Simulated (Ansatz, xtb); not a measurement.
**Relative energy of two isomers of C6H6N2Si**

Structure a is `C#Cc1cncnc1[SiH3]`, a singlet and structure b is `C#Cc1ncc([SiH3])cn1`, a singlet. Both are isolated molecules in the gas phase, relaxed with PBE0-D3(BJ)/def2-SVP.

Q: Estimate which is lower in electronic energy at CCSD(T)/def2-SVP + ΔMP2/def2-TZVPP, and by roughly how much.

A: CCSD(T)/def2-SVP + ΔMP2/def2-TZVPP gives E(b) − E(a) = +0.45 kcal/mol, slightly favouring structure a, which is too small a margin to settle the true order.

The same difference at several levels:

```tsv
level	geometry	E(b) − E(a) (kcal/mol)	departure from the last row (kcal/mol)	job, with rough time for the two
GFN2-xTB	GFN2-xTB	+1.19	+0.73	optimisation, 0.21 s
HF/STO-3G	GFN2-xTB	+0.29	−0.16	single point, 1.4 s
r2SCAN-D4/def2-SVP	GFN2-xTB	+0.43	−0.02	single point, 9 s
PBE0-D3(BJ)/def2-SVP	PBE0-D3(BJ)/def2-SVP	+0.76	+0.31	optimisation, 68 s
HF/def2-SVP	PBE0-D3(BJ)/def2-SVP	−0.75	−1.20	part of the CCSD(T) run
MP2/def2-SVP	PBE0-D3(BJ)/def2-SVP	+0.11	−0.34	part of the CCSD(T) run
CCSD(T)/def2-SVP	PBE0-D3(BJ)/def2-SVP	+0.23	−0.22	single point
CCSD(T)/def2-SVP + ΔMP2/def2-TZVPP	PBE0-D3(BJ)/def2-SVP	+0.45		single point, 4.2 min
```

As drawn, both hold the same kinds of bond in the same numbers.

The largest departure from CCSD(T)/def2-SVP + ΔMP2/def2-TZVPP is that of HF/def2-SVP, 1.20 kcal/mol. The last row adds to CCSD(T) the change of the MP2 difference between the two basis sets, here +0.22 kcal/mol.

With thermal terms from frequencies at re-optimised GFN2-xTB minima (ideal gas, soft modes damped towards free rotors, one conformer each, 298.15 K, 1 atm): the zero-point term adds +0.06 kcal/mol; ΔH is +0.55 and ΔG +0.44 kcal/mol.

The correlated steps freeze 13 core orbitals. Codes used: Ansatz 0.2.0, xtb 6.7.1; the last row on 2 threads of Arm Neoverse V1 on a shared host.
